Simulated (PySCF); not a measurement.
## SMILES C=C[C@@H]1OC[C@@H]1CC, C$_{7}$H$_{12}$O

Geometry (Å), atoms numbered from 1 in this order:
```xyz
20

C     2.574   -0.631   -1.258
C     1.911   -0.623   -0.117
C     1.253    0.588    0.455
O     1.087    0.526    1.879
C    -0.337    0.580    1.788
C    -0.283    0.705    0.261
C    -0.978   -0.378   -0.549
C    -2.489   -0.172   -0.570
H     3.023   -1.528   -1.649
H     2.692    0.262   -1.850
H     1.804   -1.521    0.476
H     1.801    1.493    0.163
H    -0.799   -0.340    2.161
H    -0.744    1.438    2.330
H    -0.582    1.690   -0.101
H    -0.749   -1.357   -0.124
H    -0.589   -0.359   -1.569
H    -2.891   -0.175    0.440
H    -2.741    0.779   -1.035
H    -2.970   -0.967   -1.136
```

Level of theory: TDDFT wB97X-D/def2-SVPD circular dichroism and optical rotation, one conformer, gas phase in PySCF 2.14.0. Geometry: GFN2-xTB.

The molecule is flexible and this is one conformer; a measurement averages over conformers. States above about 9.1 eV (minus the energy of the highest occupied orbital) lie near or above the ionisation threshold and depend on the basis.

(1) Draw the ECD and absorption spectra from the lowest 16 states, each a Gaussian of half-width 0.25 eV at 1/e height.

## Answers

(1) 
```csv
E (eV),λ (nm),Δε (L mol⁻¹ cm⁻¹),ε (L mol⁻¹ cm⁻¹)
6.00,207,-0.05,39.8
6.10,203,-0.22,168
6.20,200,-0.66,515
6.30,197,-1.47,1150
6.40,194,-2.35,1860
6.50,191,-2.64,2220
6.60,188,-1.53,2130
6.70,185,+2.28,2390
6.80,182,+11.42,4520
6.90,180,+28.20,9530
7.00,177,+49.07,15900
7.10,175,+63.68,19700
7.20,172,+64.90,17900
7.30,170,+56.57,12300
7.40,168,+45.75,7150
7.50,165,+33.66,4510
7.60,163,+18.92,3720
7.70,161,+2.50,3510
7.80,159,-12.88,3440
7.90,157,-24.24,3590
8.00,155,-30.78,3830
8.10,153,-35.76,3980
8.20,151,-40.81,4140
8.30,149,-39.57,4470
8.40,148,-25.03,4770
8.50,146,-1.05,4800
8.60,144,+20.21,4510
8.70,143,+28.95,4080
8.80,141,+22.56,3700
8.90,139,+5.70,3330
```
Δε uses R in velocity form, ε uses f in length form. Only the states computed contribute, so the short-wavelength end is incomplete.
